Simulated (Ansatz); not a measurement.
```xyz
12

Si   -0.733    1.499    1.030
C    -0.046    0.036    0.130
C     0.182   -1.189    0.643
O     0.692   -2.043   -0.282
B     0.806   -1.337   -1.473
N     0.342   -0.031   -1.217
H    -0.988    1.082    2.430
H     0.226    2.636    1.006
H    -1.998    1.965    0.401
H     0.022   -1.568    1.640
H     1.223   -1.810   -2.478
H     0.273    0.760   -1.831
```

Total charge 0; spin multiplicity 1.

Problem. List the B3LYP/def2-TZVPP orbital energies in eV (Ansatz 0.2.0). (Estimate.)

Solution. Ansatz gave: Occupied: -1799.08, -521.48, -390.20, -278.25, -277.50, -183.99, -143.63, -98.95, -98.94, -98.94, -29.39, -24.97, -20.05, -16.77, -15.96, -14.58, -13.74, -12.27, -12.14, -10.84, -10.15, -9.88, -9.67, -9.53, -8.96, -6.36. Lowest empty: 0.04, 0.16, 0.52, 0.78, 1.28, 1.56, 1.70, 1.94.

B3LYP here is the variant with VWN-RPA as its local correlation; programs differ in this.
